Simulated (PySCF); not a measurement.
C2H7AlOS, SMILES C[S][Al]([CH3])[OH]. Atoms are numbered in the order given.

```xyz
12

Al    -0.1273    -0.7787     0.0000
C      0.8045    -2.4976     0.0000
H      1.8989    -2.3625     0.0000
H      0.5425    -3.1002    -0.8875
H      0.5425    -3.1002     0.8875
O     -1.8317    -0.5770     0.0000
H     -2.4901    -1.2802     0.0000
S      0.9655     1.1082     0.0000
C     -0.4091     2.3427     0.0000
H     -1.3864     1.8429     0.0000
H     -0.3095     2.9690    -0.8967
H     -0.3095     2.9690     0.8967
```
Charge 0, spin multiplicity 1.

The structure is a stationary point at TPSSh-D3(BJ)/def2-SVP. One conformer was computed; it need not be the lowest.

Calculation: TDDFT-PBE/def2-SVPD run with PySCF.

Vertical excitations. Gas-phase values at a fixed geometry. State labels are in the subgroup Cs.

```
state  symmetry  energy (eV)  λ (nm)      f                                              main pairs
-----  --------  -----------  ------  -----  ------------------------------------------------------
S1           A"         4.57     272  0.015                                         HOMO→LUMO 100 %
S2           A'         5.34     232  0.020                      HOMO→LUMO+1 70 %, HOMO−1→LUMO 29 %
S3           A"         5.37     231  0.008                                        HOMO→LUMO+2 98 %
S4           A'         5.72     217  0.158                      HOMO−1→LUMO 69 %, HOMO→LUMO+1 26 %
S5           A"         5.99     207  0.001                                      HOMO−1→LUMO+1 94 %
S6           A"         6.08     204  0.024                                        HOMO→LUMO+3 94 %
S7           A'         6.24     199  0.030                    HOMO−2→LUMO 68 %, HOMO−1→LUMO+2 30 %
S8           A'         6.39     194  0.044                    HOMO−1→LUMO+2 67 %, HOMO−2→LUMO 29 %
S9           A"         6.54     190  0.029                                        HOMO−3→LUMO 88 %
S10          A"         6.65     186  0.008  HOMO→LUMO+5 43 %, HOMO→LUMO+4 38 %, HOMO−2→LUMO+1 17 %
T1           A"         4.40     281      0                                          HOMO→LUMO 99 %
T2           A'         4.62     268      0                                        HOMO→LUMO+1 98 %
T3           A"         4.99     249      0                                        HOMO→LUMO+2 99 %
T4           A'         5.32     233      0                                        HOMO−1→LUMO 98 %
```
Triplets are in the Tamm–Dancoff approximation, which puts them higher than full response would, so one can lie above its singlet here.
